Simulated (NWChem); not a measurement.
# C$_{2}$H$_{5}$FOSi; SMILES C=C(F)[SiH2]O

```xyz
10

C      0.9686     1.8071     0.4026
C      0.0684     0.9084     0.0061
F     -1.2383     1.2987    -0.1378
Si     0.3572    -0.8999    -0.4263
O     -0.3873    -1.9425     0.6373
H      0.6954     2.8393     0.6053
H      2.0056     1.5176     0.5324
H      1.8089    -1.1676    -0.3186
H     -0.1351    -1.1050    -1.8166
H     -1.3544    -1.9273     0.6547
```
Atoms are numbered in this order, from 1.

All runs: NWChem. The geometry was optimised at B3LYP/6-31G* (spherical d).

### Question
What does the run give for BLYP/def2-TZVP? Quantities: highest occupied level (eV); orbital gap (eV); dipole (D).

### Answer
* **highest occupied level (eV)**: -6.49
* **orbital gap (eV)**: 4.95
* **dipole (D)**: 0.26
